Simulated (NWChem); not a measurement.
System: SiH4Se2; SMILES [SiH3][Se][SeH]

The following NWChem deck was run.

```
start job
memory heap 200 mb stack 900 mb global 1100 mb
geometry units angstroms noautoz
  Se     0.904749     0.586243     0.007805
  Se    -0.231424    -1.469488     0.080588
  H     -0.327006    -1.644282    -1.381794
  Si    -0.987927     1.881697    -0.010386
  H     -1.813532     1.624919     1.204273
  H     -1.794864     1.611737    -1.236103
  H     -0.509310     3.298045    -0.017744
end
basis spherical
  * library def2-svp
end
dft
  xc xcamb88 1.00 lyp 0.81 vwn_5 0.19 hfexch 1.00
  cam 0.33 cam_alpha 0.19 cam_beta 0.46
  iterations 150
  vectors input atomic output neutral.movecs
end
task dft energy
charge 1
dft
  odft
  mult 2
  vectors input atomic output cation.movecs
end
task dft energy
```

Parts of the log:

```
             Northwest Computational Chemistry Package (NWChem) 7.3.0
             --------------------------------------------------------

 C1  symmetry detected

                             Geometry "geometry" -> ""
                             -------------------------

 Output coordinates in angstroms (scale by  1.889725989 to convert to a.u.)

  No.       Tag          Charge          X              Y              Z
 ---- ---------------- ---------- -------------- -------------- --------------
    1 Se                  34.0000     0.82061937     0.61510991     0.00814314
    2 Se                  34.0000    -0.20889525    -1.49720357     0.02930385
    3 H                    1.0000    -0.29001454    -1.64349186    -1.43707584
    4 Si                  14.0000    -1.13592076     1.81206526     0.00987683
    5 H                    1.0000    -1.95172796     1.48591686     1.21446841
    6 H                    1.0000    -1.92344333     1.52898766    -1.22547056
    7 H                    1.0000    -0.73054365     3.25085817     0.03660499

 Effective nuclear repulsion energy (a.u.)     510.5408504702

                                 NWChem DFT Module
                                 -----------------

 Summary of "ao basis" -> "ao basis" (spherical)
 ------------------------------------------------------------------------------
       Tag                 Description            Shells   Functions and Types
 ---------------- ------------------------------  ------  ---------------------
 Se                         def2-svp                12       32   5s4p3d
 H                          def2-svp                 3        5   2s1p
 Si                         def2-svp                 8       18   4s3p1d

            General Information
            -------------------
          SCF calculation type: DFT
          Wavefunction type:  closed shell.
          No. of atoms     :     7
          No. of electrons :    86
           Alpha electrons :    43
            Beta electrons :    43
          Charge           :     0
          Spin multiplicity:     1
          Use of symmetry is: off; symmetry adaption is: off
          Maximum number of iterations: 150
          AO basis - number of functions:   102
                     number of shells:    44
          Convergence on energy requested:  1.00D-06
          Convergence on density requested:  1.00D-05
          Convergence on gradient requested:  5.00D-04

              XC Information
              --------------
                     Hartree-Fock (Exact) Exchange  1.000
                   CAM-Becke88 Exchange Functional  1.000
                      VWN V Correlation Functional  0.190 local
              Lee-Yang-Parr Correlation Functional  0.810

           Range-Separation Parameters
           ---------------------------
           Alpha           :  0.19
           Beta            :  0.46
           Gamma           :  0.33
           Short-Range HF  :     F

             Grid Information
             ----------------
          Grid used for XC integration:  medium
          Radial quadrature: Mura-Knowles
          Angular quadrature: Lebedev.
          Tag              B.-S. Rad. Rad. Pts. Rad. Cut. Ang. Pts.
          ---              ---------- --------- --------- ---------
          Se                  1.15      112          12.0       590
          H                   0.35       45          12.0       434
          Si                  1.10       88          11.0       590
          Grid pruning is: on
          Number of quadrature shells:   492
          Spatial weights used:  Erf1

      Superposition of Atomic Density Guess
      -------------------------------------

 Sum of atomic energies:       -5089.75923085

      Non-variational initial energy
      ------------------------------

 Total energy =   -5090.449998
 1-e energy   =   -8108.399734
 2-e energy   =    2507.408886
 HOMO         =      -0.256206
 LUMO         =      -0.031743

   convergence    iter        energy       DeltaE   RMS-Dens  Diis-err
 ---------------- ----- ----------------- --------- --------- ---------
 d= 0,ls=0.0,diis     1  -5094.5496423451 -5.61D+03  6.41D-03  3.96D-01
 d= 0,ls=0.0,diis     2  -5094.5853730165 -3.57D-02  2.14D-03  6.83D-02
 d= 0,ls=0.0,diis     3  -5094.5918601932 -6.49D-03  6.04D-04  4.36D-03
 d= 0,ls=0.0,diis     4  -5094.5923323886 -4.72D-04  1.67D-04  2.22D-04
 d= 0,ls=0.0,diis     5  -5094.5923572816 -2.49D-05  4.26D-05  2.24D-05
  Resetting Diis
 d= 0,ls=0.0,diis     6  -5094.5923598404 -2.56D-06  1.43D-05  1.05D-06
 d= 0,ls=0.0,diis     7  -5094.5923600063 -1.66D-07  5.84D-06  1.49D-07

         Total DFT energy =    -5094.592360006267
      One electron energy =    -8108.762038505394
           Coulomb energy =     2700.594128125953
    Exchange-Corr. energy =     -196.965300097000
 Nuclear repulsion energy =      510.540850470174

 Numeric. integr. density =       85.999973936289

                       DFT Final Molecular Orbital Analysis
                       ------------------------------------

 Vector   41  Occ=2.000000D+00  E=-3.804450D-01
              MO Center=  9.0D-02,  1.2D-01, -4.1D-04, r^2= 4.6D+00
   Bfn.  Coefficient  Atom+Function         Bfn.  Coefficient  Atom+Function
  ----- ------------  ---------------      ----- ------------  ---------------
    15      0.301234  1 Se px                12      0.297040  1 Se px
    45     -0.298234  2 Se py                48     -0.289048  2 Se py
     4      0.195212  1 Se s                  9     -0.189924  1 Se px
    42      0.189924  2 Se py                13      0.157749  1 Se py
    93      0.143158  6 H  s                 16      0.134199  1 Se py

[...]
```

Level: CAM-B3LYP/def2-SVP, vertical spin-unrestricted ions. Coordinates come from a PBE0/def2-SVP optimisation.
